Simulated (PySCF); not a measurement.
SMILES CO[SiH2]C#N (C2H5NOSi) (B3LYP/def2-SVP optimised geometry):

```
10

C      1.403     1.489     0.105
O      1.628     0.232    -0.505
Si     1.076    -1.239     0.000
C     -0.797    -1.239     0.000
N     -1.958    -1.211     0.000
H      0.332     1.759     0.096
H      1.760     1.506     1.151
H      1.958     2.252    -0.462
H      1.486    -1.563     1.393
H      1.532    -2.252    -0.975
```

Level of theory: PySCF with B3LYP/def2-TZVP.

### Question
What are the frontier orbital energies and the dipole moment?

### Answer
HOMO-2 -9.59 eV, HOMO-1 -9.15 eV, HOMO -8.70 eV, LUMO -1.27 eV, LUMO+1 -0.64 eV; dipole moment 3.32 D.

Meta-Löwdin charges at B3LYP/def2-TZVP: C1 -0.10, O2 -0.61, Si3 0.91, C4 -0.17, N5 -0.17, H6 0.11, H7 0.10, H8 0.13, H9 -0.11, H10 -0.09.
